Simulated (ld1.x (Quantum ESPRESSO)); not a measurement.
**What the settings do to the RRKJ potential of Zn (Z = 30)**

Base potential:

```json
{
 "Element": "zinc (Zn)",
 "Generator": "ld1.x (Quantum ESPRESSO) 7.5",
 "Type": "norm-conserving RRKJ (Kleinman–Bylander form)",
 "Functional": "PBE",
 "Relativity": "scalar-relativistic",
 "Frozen core": "[Ne]",
 "Valence charge": "20",
 "Reference configuration": "3s2 3p6 3d10 4s1 4p0 (charge +1)",
 "Partial waves": "3p (bound): rc 1.15 bohr; 3d (bound): rc 1.20 bohr; 3s (bound): rc 1.05 bohr",
 "Local potential": "the s channel",
 "Core correction": "full core density, not smoothed (it rises at the typed radius of 0.90 bohr, so ld1.x skipped the fit)",
 "rho0": "0.001"
}
```

Occupied shells without a wave of their own: 4s. They enter only through the test configuration that unscreens the potential, and ld1.x also counts them in the model core charge.

All-electron outer shells of the reference configuration (PBE, scalar-relativistic, ld1.x):

```
shell  level (eV)  outermost node (bohr)  outermost maximum (bohr)
   2p    -1013.55                      –                      0.15
   3s     -138.90                   0.28                      0.59
   3p      -93.08                   0.25                      0.59
   3d      -19.76                      –                      0.57
   4s      -14.00                   0.84                      1.99
   4p       -7.78                   0.91                      2.55
```

Cutoffs, loose and tight: the cutoffs (Ry, on a coarse ladder) from which the occupation-weighted sum of valence levels, in a spherical-Bessel basis at the reference potential, stays within 10 and 1 mRy of its value at 400 Ry. They do not see the model core or the augmentation charge, which bear on the density cutoff. Test errors are all-electron minus pseudo excitation energies from the reference, over the configurations 3s2 3p6 3d10 4s2 4p0; 3s2 3p6 3d10 4s0 4p0; 3s2 3p6 3d9 4s0 4p0; 3s2 3p6 3d10 4s1.5 4p0; 3s2 3p6 3d9 4s2 4p0; 3s2 3p5 3d10 4s2 4p0; 3s2 3p6 3d10 4s1 4p1. A dash means not determined; rows that change the core or the reference have their own tests.

With those shells counted twice in exchange and correlation these files are broken, and their errors move erratically; no question is asked of them.

| change | outcome | cutoff, loose | cutoff, tight | bound ghosts | largest test error (meV) |
| --- | --- | --- | --- | --- | --- |
| base | generated, misses its reference levels by 1.01 eV | 160 Ry | 200 Ry | none | -2074 |
| wave 3d (bound): rc 1.20 bohr becomes 3d (bound): rc 1.62 bohr | generated, misses its reference levels by 1.01 eV | 110 Ry | 180 Ry | none | -2055 |
| reference 3s2 3p6 3d10 4s0 4p0; core correction a·sin(br)/r model core inside 0.90 bohr | generated | 160 Ry | 200 Ry | none | +2435 |
| core correction a·sin(br)/r model core inside 0.42 bohr | generated, misses its reference levels by 1.01 eV | 160 Ry | 200 Ry | none | -2074 |
| wave 3s (bound): rc 1.05 bohr becomes 3s (bound): rc 1.42 bohr | generated, misses its reference levels by 3.00 eV | 140 Ry | 200 Ry | none | -5404 |
| local potential all-electron potential smoothed inside 0.85 bohr (lloc = -1) | generated | 160 Ry | 230 Ry | none | -319 |
| type PAW; waves now 3s (bound): rcut 0.90, rcutus 1.05 bohr; 4s (bound): rcut 0.90, rcutus 1.05 bohr; 3p (bound): rcut 1.00, rcutus 1.15 bohr; 4p (bound): rcut 1.00, rcutus 1.15 bohr; 3d (bound): rcut 1.05, rcutus 1.20 bohr; 3d channel at -0.55 Ry: rcut 1.05, rcutus 1.20 bohr; local potential all-electron potential smoothed inside 0.95 bohr (lloc = -2); core correction a·sin(br)/r model core inside 0.90 bohr; augmentation BESSEL, radius 1.00 bohr; rho0 0 | generated | 110 Ry | 180 Ry | none | -37 |
| wave 3p (bound): rc 1.15 bohr becomes 3p (bound): rc 1.08 bohr | generated, misses its reference levels by 1.01 eV | 160 Ry | 200 Ry | none | -2073 |
| wave 3s (bound): rc 1.05 bohr becomes 3s (bound): rc 0.66 bohr | generated | 300 Ry | over 300 Ry | none | -356 |
